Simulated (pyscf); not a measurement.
## H₃C–CH₂–CH₂–GaH₂ (SMILES CC[CH2][GaH2]), singlet

Gas-phase minimum from PySCF at ωB97X-D3(BJ)/def2-SVP, one conformer. H₃C–CH₂–CH₂–GaH₂ lies 17.5 kcal/mol over its isomer H₃C–Ga(CH₃)–CH₃ (electronic energy, ωB97M-D3(BJ)/def2-TZVP). 

SMILES: CC[CH2][GaH2]
```xyz
13

C     -1.7626    -0.0047     0.2588
C     -0.8383    -0.0775     1.4738
C      0.6419    -0.1484     1.0793
Ga     1.1262    -1.7638     0.0565
H     -1.5327     0.8781    -0.3612
H     -1.6511    -0.8993    -0.3806
H     -2.8231     0.0566     0.5505
H     -1.1049    -0.9622     2.0787
H     -1.0221     0.7993     2.1206
H      0.9358     0.7492     0.5063
H      1.2868    -0.1421     1.9789
H      2.4159    -1.8050    -0.8438
H      0.2360    -3.0582     0.1764
```
Charge 0, spin multiplicity 1.

Bonds (Å): C1–C2 1.528, C1–H5 1.103, C1–H6 1.105, C1–H7 1.102, C2–C3 1.533, C2–H8 1.104, C2–H9 1.105, C3–Ga4 1.972, C3–H10 1.105, C3–H11 1.107, Ga4–H12 1.573, Ga4–H13 1.575. Bond angles (°): C2–C1–H5 111.0, C2–C1–H6 111.1, C2–C1–H7 112.0, H5–C1–H6 107.6, H5–C1–H7 107.7, H6–C1–H7 107.2, C1–C2–C3 112.4, C1–C2–H8 109.1, C1–C2–H9 109.1, C3–C2–H8 109.7, C3–C2–H9 110.4, H8–C2–H9 106.0, C2–C3–Ga4 114.1, C2–C3–H10 110.7 (the first ones only).

Properties at ωB97X-D3(BJ)/def2-SVP:

```
Item                                                                                                                                                                                                                                                                                                         Result
---------------------------------------------------------------------------------------------------------------------  --------------------------------------------------------------------------------------------------------------------------------------------------------------------------------------------
Harmonic wavenumbers, unscaled                                                                                         75, 128, 174, 279, 359, 469, 510, 591, 715, 779, 808, 906, 1003, 1029, 1105, 1214, 1229, 1310, 1369, 1418, 1431, 1476, 1483, 1491, 1969, 1982, 3045, 3048, 3059, 3097, 3109, 3131, 3153 cm⁻¹
Zero-point energy                                                                                                                                                                                                                                                                                     67.1 kcal/mol
Rotational symmetry number                                                                                                                                                                                                                                                                                        1
Entropy of this conformer at 298 K and 1 atm, rigid rotor and harmonic oscillator, modes under 100 cm⁻¹ raised to 100                                                                                                                                                                               339.4 J/(mol K)
Dipole moment                                                                                                                                                                                                                                                                                                0.84 D
```

Single-point totals, which compare only within one level:

| level | total energy (hartree) |
|---|---|
| ωB97X-D3(BJ)/def2-TZVP | -2044.65370 |
| PBE/def2-TZVP | -2044.13606 |
| r²SCAN/def2-TZVP | -2044.51850 |
| B3LYP-D3(BJ)/def2-TZVP | -2044.68646 |
| PBE0-D3(BJ)/def2-TZVP | -2044.21118 |
| M06-2X/def2-TZVP | -2044.53278 |
| ωB97M-D3(BJ)/def2-TZVP | -2044.66675 |

Soft torsions are taken as harmonic, which can shift the entropy by several J/(mol K). Elements up to Kr have no core potential and no relativistic terms here.
